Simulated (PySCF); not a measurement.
How methods differ on the interval between two levels of Yb⁺

Yb⁺ [Xe] 4f14 6s1 [2S1/2, M_J = 1/2] → Yb⁺ [Xe] 4f13 6s2 [2F7/2, M_J = 7/2], as a difference of total energies. Computed with PySCF 2.14 in x2c-TZVPall-2c (11s11p10d4f1g, 131 functions), with the two-component X2C-1e Hamiltonian. Correlated levels: [Ar] 3d10 frozen; the 18 highest virtual spinors dropped. "Screened" scales the spin-orbit matrix elements by Boettger's factors to mimic the two-electron term; Breit and QED terms are absent.

| method | interval between two levels (cm⁻¹) |
| --- | --- |
| GHF (screened spin-orbit) | -6166.8 |
| GMP2 (screened spin-orbit) | 32727 |

For comparison: 21419 cm⁻¹ (measured; NIST Handbook of Basic Atomic Spectroscopic Data (Sansonetti and Martin, J. Phys. Chem. Ref. Data 34, 1559 (2005))).
